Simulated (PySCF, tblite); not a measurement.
Isomers of C5H9F3N (doublet state), one GFN2-xTB conformer each. Single-point energies are computed at B3LYP/pcH-1 (PySCF, gas phase, no added dispersion term), electronic only. GFN2-xTB treats the open shell by occupation alone, and not every SCF solution was tested for stability.

| SMILES | GFN2-xTB relative energy (kcal/mol) |
| --- | --- |
| CCNC[C](F)C(F)F | 16.3 |
| C[N]C(C)(C)C(F)(F)F | 0.0 |
| [CH2][C@](C)(NC)C(F)(F)F | 13.7 |
| CC[CH]NCC(F)(F)F | 4.1 |

Conformers: `[CH3:1][CH2:2][NH:3][CH2:4][C:5]([F:6])[CH:7]([F:8])[F:9]` (doublet state) with C1–C2–N3–C4 180°, C2–N3–C4–C5 171°, N3–C4–C5–F6 -39°, C4–C5–C7–F8 -64°; `[CH3:1][N:2][C:3]([CH3:4])([CH3:5])[C:6]([F:7])([F:8])[F:9]` (doublet state) with C1–N2–C3–C4 -143°; `[CH2:1][C@:2]([CH3:3])([NH:4][CH3:5])[C:6]([F:7])([F:8])[F:9]` (doublet state) with H–C1–C2–C3 88° and -84°, C1–C2–N4–C5 -62°; `[CH3:1][CH2:2][CH:3][NH:4][CH2:5][C:6]([F:7])([F:8])[F:9]` (doublet state) with C1–C2–C3–N4 77°, C2–C3–N4–C5 172°, C3–N4–C5–C6 160°.

What does B3LYP/pcH-1 give for the same structures?

| SMILES | B3LYP/pcH-1 E (Eh) | B3LYP/pcH-1 (kcal/mol) | GFN2-xTB (kcal/mol) | point group |
| --- | --- | --- | --- | --- |
| CC[CH]NCC(F)(F)F | -550.22560 | 0.0 | 4.1 | C1 |
| C[N]C(C)(C)C(F)(F)F | -550.21665 | 5.6 | 0.0 | C1 |
| [CH2][C@](C)(NC)C(F)(F)F | -550.20718 | 11.6 | 13.7 | C1 |
| CCNC[C](F)C(F)F | -550.19205 | 21.1 | 16.3 | C1 |

GFN2-xTB puts C[N]C(C)(C)C(F)(F)F lowest instead; measured from each level's own lowest isomer, the values differ by up to 5.6 kcal/mol (C[N]C(C)(C)C(F)(F)F: 0.0 against 5.6). 

What happens when harmonic zero-point energies from GFN2-xTB frequencies are added?

| SMILES | ZPE (kcal/mol) | electronic (kcal/mol) | with ZPE (kcal/mol) |
| --- | --- | --- | --- |
| CC[CH]NCC(F)(F)F | 85.6 | 0.0 | 0.0 |
| C[N]C(C)(C)C(F)(F)F | 84.8 | 5.6 | 4.7 |
| [CH2][C@](C)(NC)C(F)(F)F | 84.4 | 11.6 | 10.3 |
| CCNC[C](F)C(F)F | 85.4 | 21.1 | 20.8 |

The zero-point energies span 1.2 kcal/mol. The order is unchanged.
